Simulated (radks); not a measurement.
Results of a calculation; reference values are marked as such.
The cobalt ion Co12+, 15 electrons, occupied as [Ne] 3s2 3p3. Code: a radial shooting solver on a logarithmic mesh with Libxc functionals. Model: Dirac Kohn-Sham, LDA (Slater exchange, Perdew-Wang correlation), spin-unpolarised, spherical densities, finite nucleus; open shells fill j = l - 1/2 first; Fermi nuclear charge, rms radius 3.7875 fm.

Unscreened Slater integrals over Kohn-Sham orbitals (hartree). Large and small components are both included.

| integral | value |
|---|---|
| F0(3p3/2,3p3/2) | 1.3315 |
| F2(3p3/2,3p3/2) | 0.67510 |
| F0(3p3/2,3p1/2) | 1.3367 |
| G2(3p3/2,3p1/2) | 0.67691 |
| F0(3p3/2,3s1/2) | 1.3286 |
| G1(3p3/2,3s1/2) | 0.87779 |
| F0(3p3/2,2p3/2) | 1.7767 |
| F2(3p3/2,2p3/2) | 0.41301 |
| G0(3p3/2,2p3/2) | 0.16674 |
| G2(3p3/2,2p3/2) | 0.17812 |
| F0(3p1/2,3p1/2) | 1.3421 |
| F0(3p1/2,3s1/2) | 1.3338 |
| G1(3p1/2,3s1/2) | 0.87865 |
| F0(3p1/2,2p3/2) | 1.7890 |
| G2(3p1/2,2p3/2) | 0.17765 |
| F0(3s1/2,3s1/2) | 1.3279 |
| F0(3s1/2,2p3/2) | 1.7471 |
| G1(3s1/2,2p3/2) | 0.16689 |
| F0(2p3/2,2p3/2) | 4.0684 |
| F2(2p3/2,2p3/2) | 1.9213 |
